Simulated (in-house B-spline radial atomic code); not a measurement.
Configurations of the titanium ion Ti⁺, with energies counted from [Ar] 3d2 4s1. Level of theory: scalar-relativistic (X2C) BP86, spin-polarised, spherical fractional occupations, Fermi nucleus of rms radius 3.5921 fm; calculated with a radial B-spline atomic code at the basis-set limit. Shells without spins written out take the highest spin.

Occupations are held fixed; configurations that lie above the ionisation limit could autoionise.

| configuration | E - E(ref) (eV) | highest orbital | its <r> (bohr) |
| --- | --- | --- | --- |
| [Ar] 3d3 | -0.15235 | 3d up | 1.691 |
| [Ar] 3d(1 up, 1 down) 4s(1 up, 0 down) | 1.1234 | 4s up | 3.148 |
| [Ar] 3d(1 up, 0 down) 4s(1 up, 0 down) 4p(1 up, 0 down) | 6.7456 | 4p up | 3.469 |
| [Ne] 3s2 3p5 3d2 4s2 | 37.204 | 4s down | 3.019 |
| [Ne] 3s2 3p5 3d2 4s1 5d1 | 48.365 | 5d up | 10.01 |
| [Ne] 3s2 3p5 3d2 4s1 4f1 | 48.467 | 4f up | 8.004 |
| [Ne] 3s2 3p(2 up, 3 down) 3d(1 up, 1 down) 4s(0 up, 1 down) 5d(0 up, 1 down) | 50.751 | 5d down | 10.05 |

(1) Order these further configurations by energy, lowest first.
A. [Ne] 3s2 3p5 3d2 4s1 5p1
B. [Ar] 3d2 5s1
C. [Ar] 3d1 4s1 4d1
D. [Ar] 3d(1 up, 1 down) 5s(0 up, 1 down)
E. [Ne] 3s2 3p5 3d3 4s1

(2) How far above the reference does [Ar] 3d(1 up, 0 down) 4s(1 up, 0 down) 5f(0 up, 1 down) lie?

(3) How far above the reference does [Ar] 3d1 4s1 5p1 lie?

(4) How far above the reference does [Ar] 3d(2 up, 0 down) 4s(0 up, 1 down) lie?

(5) Is the reference the lowest configuration at this level of theory?

Results:

(1) B (7.7419 eV), D (8.6575 eV), C (12.177 eV), E (31.987 eV), A (46.694 eV).

(2) 16.07 eV; its least bound orbital is 5f down with <r> = 14.12 bohr.

(3) 13.133 eV; its least bound orbital is 5p up with <r> = 7.517 bohr.

(4) 0.67155 eV; its least bound orbital is 4s down with <r> = 3.21 bohr.

(5) No: [Ar] 3d3 lies 0.1524 eV lower with this functional.
